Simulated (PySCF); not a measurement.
2-bromobut-1-en-3-yne (C4H3Br), SMILES C(Br)(=C)C#C. Coordinates come from a PBE-D3(BJ)/def2-SVP optimisation.

All values below come from PBE-D3(BJ)/def2-SVP in PySCF.

Harmonic wavenumbers (cm⁻¹): 148, 256, 318, 418, 546, 588, 627, 658, 675, 857, 882, 1111, 1342, 1611, 2147, 3094, 3207, 3406. Rotational constants (GHz): 5.859, 2.093, 1.542; symmetry number 1.

Q: Work out the zero-point energy and the ideal-gas rigid-rotor harmonic-oscillator thermochemistry at 298.15 K and 1 atm.

A: ZPE = ½ Σ hcν = ½ × 21891 cm⁻¹ = 130.94 kJ/mol. H − E(el) = 148.03 kJ/mol. Entropy in J/(mol K): translation 169.55, rotation 113.94, vibration 38.23, total 321.71. G − E(el) = 52.11 kJ/mol. Cp = 88.66 J/(mol K). Modes under 150 cm⁻¹ make the vibrational entropy uncertain.
